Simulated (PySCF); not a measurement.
[Mo(F)3] (charge 0, multiplicity 2), B3LYP-D3(BJ)/def2-TZVP // TPSS-D3(BJ)/def2-SVP (PySCF). The run did not converge; its last values are not results.

```python
import json, numpy as np
from pyscf import gto, dft
from fastk import lowrank_exchange
atoms = """
Mo     0.039165     0.013253     0.012244
F      1.427622    -0.826010    -0.880367
F     -1.530990     0.088205    -0.966154
F      0.180781     0.601398     1.754254
"""
def scf(charge, spin, dm0=None):
    mol = gto.M(atom=atoms, basis='def2-tzvp', ecp={'Mo': 'def2-tzvp'}, charge=charge, spin=spin, verbose=4, max_memory=5040)
    mf = dft.KS(mol, xc='b3lyp').density_fit(auxbasis="def2-universal-jkfit")
    mf.disp = 'd3bj'
    mf.grids.level = 3
    mf.conv_tol = 1e-8
    mf.max_cycle = 120
    mf.level_shift = 0.25
    mf.kernel(dm0)
    if not mf.converged:
        mf = mf.newton().run(mf.mo_coeff, mf.mo_occ).undo_soscf()
    return mf
mf = scf(0, 1)
lowrank_exchange(mf)  # same exchange matrices as the stock routine, built faster for response steps
mo, _, stable, _ = mf.stability(return_status=True)
if not stable:
    mf.kernel(mf.make_rdm1(mo, mf.mo_occ))
e, occ = np.ravel(mf.mo_energy), np.ravel(mf.mo_occ)
ev = 27.211386245988
occupied, empty = np.sort(e[occ > 0]) * ev, np.sort(e[occ == 0]) * ev
print("highest occupied levels (eV):", np.round(occupied[-6:], 3))
print("lowest empty levels (eV):", np.round(empty[:6], 3))
res = dict(converged=bool(mf.converged), energy=mf.e_tot, dispersion=float(mf.get_dispersion()) if mf.do_disp() else 0.0, nlc=bool(mf.do_nlc()), nao=mf.mol.nao, cycles=mf.cycles,
           occupied=occupied[-8:].tolist(), empty=empty[:8].tolist(), dipole=mf.dip_moment().tolist(), s2=float(mf.spin_square()[0]),
           mulliken=mf.mulliken_pop(verbose=3)[1].tolist(), meta_lowdin=mf.mulliken_meta(verbose=3)[1].tolist())
res["spin_pop"] = mf.mulliken_spin_pop(verbose=3)[1].tolist()
json.dump(res, open("result.json", "w"))
```

The last lines of the output:

```
cycle= 116 E= -367.991002095366  delta_E= -1.58e-07  |g|= 0.000299  |ddm|= 0.000288
  alpha nocc = 21  HOMO = -0.243500891690838  LUMO = 0.147788233088711
  beta  nocc = 20  HOMO = -0.245296162743355  LUMO = 0.13143246004592
  HOMO = -0.243500891691  LUMO = 0.131432460046  gap/eV = 10.20246
cycle= 117 E= -367.991002256335  delta_E= -1.61e-07  |g|= 0.0003  |ddm|= 0.000289
  alpha nocc = 21  HOMO = -0.243506892007875  LUMO = 0.147781502598412
  beta  nocc = 20  HOMO = -0.245300946061025  LUMO = 0.131421446126295
  HOMO = -0.243506892008  LUMO = 0.131421446126  gap/eV = 10.20232
cycle= 118 E= -367.991002280736  delta_E= -2.44e-08  |g|= 0.000318  |ddm|= 0.000105
  alpha nocc = 21  HOMO = -0.243502408075525  LUMO = 0.147785774691675
  beta  nocc = 20  HOMO = -0.24529667860304  LUMO = 0.131423800617164
  HOMO = -0.243502408076  LUMO = 0.131423800617  gap/eV = 10.20226
cycle= 119 E= -367.991002236049  delta_E= 4.47e-08  |g|= 0.000331  |ddm|= 0.000111
  alpha nocc = 21  HOMO = -0.243504413010125  LUMO = 0.147784446476338
  beta  nocc = 20  HOMO = -0.245298356993352  LUMO = 0.13142529402299
  HOMO = -0.24350441301  LUMO = 0.131425294023  gap/eV = 10.20236
cycle= 120 E= -367.991002373965  delta_E= -1.38e-07  |g|= 0.000308  |ddm|= 0.000239
SCF not converged.
SCF energy = -367.991002373965 after 120 cycles  <S^2> = 1.6870712  2S+1 = 2.7835741
highest occupied levels (eV): [-11.986 -11.976 -11.92   -6.969  -6.675  -6.626]
lowest empty levels (eV): [3.102 3.576 4.021 4.337 4.625 4.708]
Calc dispersion correction with DFTD3.
Parameters: xc=b3lyp, version=d3bj, atm=False
Dipole moment(X, Y, Z, Debye):  0.04169,  0.23166,  0.23174
 ** Mulliken atomic charges   ( Nelec_alpha | Nelec_beta ) **
charge of  0Mo =      1.38556  (     6.77138      5.84305 )
charge of  1F =     -0.46056  (     4.73519      4.72538 )
charge of  2F =     -0.46039  (     4.73589      4.72449 )
charge of  3F =     -0.46461  (     4.75754      4.70708 )
 ** Mulliken pop alpha/beta on meta-lowdin orthogonal AOs **
 ** Mulliken atomic charges   ( Nelec_alpha | Nelec_beta ) **
charge of  0Mo =      2.26112  (     6.32498      5.41390 )
charge of  1F =     -0.73211  (     4.87465      4.85746 )
charge of  2F =     -0.75367  (     4.88867      4.86500 )
charge of  3F =     -0.77535  (     4.91170      4.86364 )
 ** Mulliken Spin Density (per atom)  **
spin density of  0 Mo =      0.92833
spin density of  1 F =      0.00981
spin density of  2 F =      0.01140
spin density of  3 F =      0.05046
```
